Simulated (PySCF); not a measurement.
revPBE on Nb⁻ (niobium, charge -1), [Kr] 4d4 5s2, high-spin 5D determinant. Calculation: PySCF 2.14, in aug-cc-pVTZ-DK (9s8p6d3f2g, 102 functions); the spin-free X2C one-electron Hamiltonian (Gaussian nucleus).

```
cycle= 1 E= -3819.09805040128  delta_E= -0.0231  |g|= 0.0548  |ddm|= 2.79
cycle= 2 E= -3819.0940889299  delta_E= 0.00396  |g|= 0.0757  |ddm|= 0.534
cycle= 3 E= -3819.09955912201  delta_E= -0.00547  |g|= 0.0417  |ddm|= 0.501
cycle= 4 E= -3819.10035225924  delta_E= -0.000793  |g|= 0.00394  |ddm|= 0.0792
cycle= 5 E= -3819.10037918204  delta_E= -2.69e-05  |g|= 0.00151  |ddm|= 0.0311
cycle= 6 E= -3819.10038261947  delta_E= -3.44e-06  |g|= 0.000134  |ddm|= 0.0125
cycle= 7 E= -3819.10038272598  delta_E= -1.07e-07  |g|= 4.19e-05  |ddm|= 0.00171
cycle= 8 E= -3819.10038273565  delta_E= -9.66e-09  |g|= 1.01e-05  |ddm|= 0.000496
cycle= 9 E= -3819.10038273594  delta_E= -2.91e-10  |g|= 1.8e-06  |ddm|= 0.0001
converged SCF energy = -3819.10038273594  <S^2> = 6.0736157  2S+1 = 5.0293601
```

Highest occupied orbital energy: 1.320 eV; ⟨L²⟩ = 6.10; populations by l: s 9.99, p 18.00, d 14.01, f 0.00.

Problem. Can this result be used?

Solution. With care. The calculation finished and met its thresholds. ⟨S²⟩ = 6.07 against 6.00 shows spin contamination. At revPBE the highest occupied level has a positive energy, so only the finite basis holds that electron; in a semilocal or global hybrid functional this comes from self-interaction and does not mean that the real anion is unbound.
